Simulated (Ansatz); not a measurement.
`C[SiH2]C(F)(F)F`, relaxed with RKS PBE-D4/def2-SVP in Ansatz 0.2.0 from a rough embedded geometry. The force threshold is 0.03 eV/Å; the program also tests the step.

Total charge 0; spin multiplicity 1.

Start:

```xyz
11

C     0.867    0.578    1.222
Si    0.385   -0.576   -0.157
C    -1.179   -0.100   -1.009
F    -2.166   -0.105   -0.237
F    -1.458   -0.978   -2.027
F    -1.062    1.140   -1.588
H     1.748    0.294    1.702
H     0.022    0.617    1.924
H     0.963    1.657    0.819
H     1.574   -0.605   -1.084
H     0.305   -1.922    0.436
```

Q: How much energy does the relaxation release, and in how many steps? (Best estimate.)

A: The calculation gave: 56.02 kJ/mol, in 5 steps.

Q: Which bonds change most? (Estimate.)

A: Computed: C3–F4 from 1.253 to 1.363 Å; Si2–C3 from 1.844 to 1.942 Å; C1–H7 from 1.042 to 1.109 Å; C1–H9 from 1.157 to 1.108 Å.

Q: Give the relaxed structure. (An estimate is asked.)

A: Ansatz gave: 
```xyz
11

C     0.829    0.624    1.226
Si    0.493   -0.628   -0.136
C    -1.146   -0.108   -1.037
F    -2.199   -0.080   -0.172
F    -1.482   -0.946   -2.051
F    -1.035    1.143   -1.569
H     1.764    0.377    1.768
H    -0.005    0.636    1.955
H     0.933    1.641    0.797
H     1.572   -0.644   -1.180
H     0.275   -2.015    0.399
```
